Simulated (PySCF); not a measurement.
From one molecule to another.

First species: C5H7F3.
InChI=1S/C5H7F3/c6-5(7,8)3-4-1-2-4/h4H,1-3H2

Second species: C₂H₁₀F₂SSi₃.
Numbering: `[F:1][C@@H:2]([CH2:3][SiH3:4])[Si@@H:5]([F:6])[S:7][SiH3:8]` (hydrogens: H9 on C2; H10, H11 on C3; H12, H13, H14 on Si4; H15 on Si5; H16, H17, H18 on Si8)

Levels: PBE0/pcSseg-1 for dipole moment, HOMO energy, LUMO energy and HOMO–LUMO gap; GFN2-xTB for rotational constant A and rotational constant C. Geometries: GFN2-xTB. All species are isolated and taken at one optimised geometry, non-relativistic unless stated; the electronic structure was computed with PySCF and density fitting.

The conformers computed, where there is a choice (atom-mapped SMILES and torsion angles):
- `[F:1][C:2]([F:3])([F:4])[CH2:5][CH:6]1[CH2:7][CH2:8]1`: F1–C2–C5–C6 -59°, C2–C5–C6–C7 -85°
- `[F:1][C@@H:2]([CH2:3][SiH3:4])[Si@@H:5]([F:6])[S:7][SiH3:8]`: F1–C2–C3–Si4 -53°, F1–C2–Si5–F6 177°, C2–Si5–S7–Si8 48°

Values for the first species:

| Property | Result |
| --- | --- |
| Dipole moment | 2.42 D |
| HOMO energy | -8.58 eV |
| LUMO energy | 1.52 eV |
| HOMO–LUMO gap | 10.10 eV |
| Rotational constant A | 4.211 GHz |
| Rotational constant C | 1.196 GHz |

Estimate the same properties for the second species, and the change in each.

| property | first | second | second less first |
| --- | --- | --- | --- |
| dipole moment | 2.42 D | 1.58 D | -0.84 D |
| HOMO energy | -8.58 eV | -7.64 eV | +0.94 eV |
| LUMO energy | 1.52 eV | -0.36 eV | -1.88 eV |
| HOMO–LUMO gap | 10.10 eV | 7.28 eV | -2.82 eV |
| rotational constant A | 4.211 GHz | 1.182 GHz | -3.029 GHz |
| rotational constant C | 1.196 GHz | 0.503 GHz | -0.693 GHz |

On the first: The dipole equals about 8.1 × 10⁻³⁰ C·m (1 D = 3.33564 × 10⁻³⁰ C·m).

On the second: The dipole matches unit charges of opposite sign 0.33 Å apart (1 e·Å = 4.8032 D).
